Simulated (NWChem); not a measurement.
System: Tl, doublet

Input file for NWChem:

```
start job
memory heap 200 mb stack 900 mb global 1100 mb
geometry units angstroms noautoz
  Tl     0.000000     0.000000     0.000000
end
basis spherical
  * library def2-svp
end
ecp
  Tl library def2-ecp
end
dft
  odft
  mult 2
  xc b3lyp
  iterations 150
  mulliken
end
task dft energy
```

The open p shell is one determinant without spherical averaging. No stability test was run on the SCF state. B3LYP is NWChem's, with the RPA form of VWN correlation. def2 effective core potentials on Tl; no spin-orbit coupling.

Predict the main results of this run. (B3LYP/def2-SVP with def2 effective core potentials on Tl, spin-unrestricted.) Quantities: basis functions; energy (Ha); highest occupied level (eV); lowest empty minus highest occupied level, either spin (eV); <S²>.


| Item | Result |
|---|---|
| number of basis functions | 26 |
| energy (Ha) | -172.56 |
| highest occupied level (eV) | -3.20 |
| lowest empty minus highest occupied level, either spin (eV) | 1.21 |
| <S²> | 0.751 |
